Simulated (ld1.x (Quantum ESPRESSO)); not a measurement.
## Reading a pseudo-wave (rhenium (Re))

Columns: radius, all-electron u(r) and pseudo u(r) of the 5p shell (level -54.81 eV) of rhenium in the configuration [Kr] 4d10 4f14 5s2 5p6 5d5 6s1 6p0; PBE, scalar-relativistic, TM scheme, ld1.x (Quantum ESPRESSO) 7.5.

| r (bohr) | all-electron | pseudo |
| --- | --- | --- |
| 0.104 | -0.2321 | -0.0138 |
| 0.208 | -0.1157 | -0.0561 |
| 0.312 | 0.4652 | -0.1291 |
| 0.416 | 0.5067 | -0.2359 |
| 0.520 | 0.1642 | -0.3776 |
| 0.624 | -0.2668 | -0.5489 |
| 0.728 | -0.6300 | -0.7320 |
| 0.832 | -0.8773 | -0.8970 |
| 0.936 | -1.0136 | -1.0119 |
| 1.040 | -1.0611 | -1.0595 |
| 1.144 | -1.0457 | -1.0455 |
| 1.248 | -0.9894 | -0.9894 |
| 1.352 | -0.9098 | -0.9098 |
| 1.456 | -0.8192 | -0.8192 |
| 1.560 | -0.7261 | -0.7261 |
| 1.664 | -0.6358 | -0.6358 |
| 1.768 | -0.5514 | -0.5514 |
| 1.872 | -0.4747 | -0.4747 |
| 1.976 | -0.4061 | -0.4061 |
| 2.080 | -0.3457 | -0.3457 |
| 2.184 | -0.2931 | -0.2931 |
| 2.288 | -0.2476 | -0.2476 |
| 2.392 | -0.2085 | -0.2085 |
| 2.496 | -0.1752 | -0.1752 |
| 2.600 | -0.1468 | -0.1468 |
| 2.704 | -0.1228 | -0.1228 |

**Question.** How many radial nodes do the two functions have?

**Answer.** The all-electron 5p function has n − l − 1 = 3 (the table is too coarse to show those close to the nucleus); the pseudo-wave has 0, since the states of the same l below it are removed with the core.

**Question.** At about which radius was the pseudo-wave matched?

**Answer.** 1.25 bohr. The columns agree to 0.0005 from 1.14 bohr on; several derivatives are matched, so the curves merge somewhat inside the radius.

**Question.** Where does each function peak?

**Answer.** Outermost all-electron maximum near 1.04 bohr, pseudo maximum near 1.04 bohr (to the table’s step).

**Question.** Is the pseudo-wave norm-conserving?

**Answer.** Yes: the TM scheme keeps the norm inside the radius equal to the all-electron one, which fixes the energy derivative of the logarithmic derivative at the level.
